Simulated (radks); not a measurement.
Ru V, 40 electrons, occupied as [Kr] 4d4 (the NIST ground configuration).

Method: Dirac Kohn-Sham, RPBE, spin-unpolarised, spherical densities, finite nucleus; open shells fill j = l - 1/2 first; Fermi nuclear charge, rms radius 4.4809 fm; computed with a radial shooting solver on a logarithmic mesh with Libxc functionals.

Energy parts (hartree):
part                        energy
total                  -4528.11193
kinetic                 4712.28284
electron-nucleus      -10878.07548
Hartree                 1770.01501
exchange-correlation    -132.33429

Orbitals (lengths in bohr, moments of r in powers of bohr; <r^-3> diverges for s and p1/2; r(90%) holds 90 % of the orbital's charge):
orbital,occ.,eigenvalue (hartree),<1/r>,<r^-3>,r(90%),small-component weight
1s1/2,2,-807.7128,45.88,-,0.0599,2.58e-02
2s1/2,2,-117.7692,10.50,-,0.225,5.35e-03
2p1/2,2,-108.9510,10.47,-,0.202,5.35e-03
2p3/2,4,-104.1406,9.920,2801,0.209,5.16e-03
3s1/2,2,-22.32402,3.627,-,0.594,1.46e-03
3p1/2,2,-18.90529,3.528,-,0.597,1.40e-03
3p3/2,4,-18.08836,3.395,482.7,0.612,1.35e-03
3d3/2,4,-12.04647,3.218,72.13,0.608,1.24e-03
3d5/2,6,-11.88720,3.183,68.43,0.613,1.22e-03
4s1/2,2,-4.66174,1.369,-,1.45,3.57e-04
4p1/2,2,-3.62537,1.258,-,1.58,3.10e-04
4p3/2,4,-3.49427,1.220,77.73,1.62,2.98e-04
4d3/2,4,-1.91043,0.9642,7.777,2.08,1.98e-04
4d5/2,0,-1.89363,0.9558,7.357,2.10,1.95e-04
4f5/2,0,-0.67872,0.4210,0.1794,4.47,4.02e-05
4f7/2,0,-0.67850,0.4205,0.1784,4.47,4.01e-05
5s1/2,0,-1.44374,0.5488,-,3.38,8.19e-05
5p1/2,0,-1.17933,0.4875,-,3.79,6.75e-05
5p3/2,0,-1.15689,0.4779,13.42,3.85,6.58e-05

The highest occupied level is 4d3/2 at -51.986 eV. The electron density at the nucleus is 1.101e+05 e/bohr^3.
